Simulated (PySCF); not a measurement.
Ag(F) anion (AgF), SMILES [Ag][F] (connectivity only; charge and spin as stated), charge -1, multiplicity 2.

Geometry: r2SCAN-D4/def2-TZVPD. The spin state was assumed, not searched. The def2 effective core potentials stand for the cores of Ag; spin–orbit coupling is left out.

Two levels are set side by side: PBE/def2-TZVPD (PySCF) and CAM-B3LYP/def2-TZVPD (PySCF). Same geometry, gas phase. Differences are taken from unrounded values.

```tsv
quantity	CAM-B3LYP
α-spin orbital gap (eV)	5.51
β-spin orbital gap (eV)	6.87
mean polarisability (bohr³)	83.3
```

Task: What does PBE give, and how far is it from CAM-B3LYP? (The exact figures need the calculation; the answer reports its results.)

Result: 
```
quantity                      PBE  PBE minus CAM-B3LYP
---------------------------  ----  -------------------
α-spin orbital gap (eV)      2.64                -2.87
β-spin orbital gap (eV)      2.44                -4.44
mean polarisability (bohr³)  86.4                  3.1
```

Loosely held outer electrons make PBE densities more polarisable. Differences between two approximate levels are no errors against the true value.

Rough cost on one machine, each run with all the roots and properties that it gave: CAM-B3LYP against PBE within a factor of 2.
